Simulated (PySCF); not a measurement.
A calculated (PBE, PySCF 2.14, dyall-acv3z, no relativity, point nucleus) atom or ion has these occupied shells.

```tsv
shell	electrons	orbital energy (eV)	rms radius, mean of both spins (bohr)
1s α	1	-586.51	0.231
1s β	1	-585.56	0.231
2s α	1	-80.172	1.06
2s β	1	-77.783	1.06
2p α	1	-66.646	1.01
```

Name the element and its charge.

O³⁺ (oxygen, charge +3), in [He] 2s2 2p1, 2P determinant.
